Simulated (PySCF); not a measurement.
**Dipole polarisabilities along group 6, charge +1**

Calculated with PySCF 2.14 for the ground configurations, without spin-orbit coupling: coupled response for Hartree-Fock and DFT. Mean α in bohr³, C₆ of like pairs in atomic units.

| species | α UHF | α PBE | α PBE0 | C₆ UHF | C₆ PBE | C₆ PBE0 |
| --- | --- | --- | --- | --- | --- | --- |
| Cr⁺ [Ar] 3d5 (aug-cc-pVTZ-DK, spin-free X2C) | 9.245 | 14.46 | 12.39 | 33.54 | 54.29 | 46.03 |
| Mo⁺ [Kr] 4d5 (aug-cc-pVTZ-DK, spin-free X2C) | 18.10 | 22.07 | 20.40 | 116.0 | 144.6 | 132.6 |
| W⁺ [Xe] 4f14 5d4 6s1 (aug-cc-pVTZ-PP with ECP60MDF, ECP) | 44.46 | 35.03 | 36.43 | 392.3 | 300.1 | 312.6 |

The values depend on the diffuse functions of the basis.
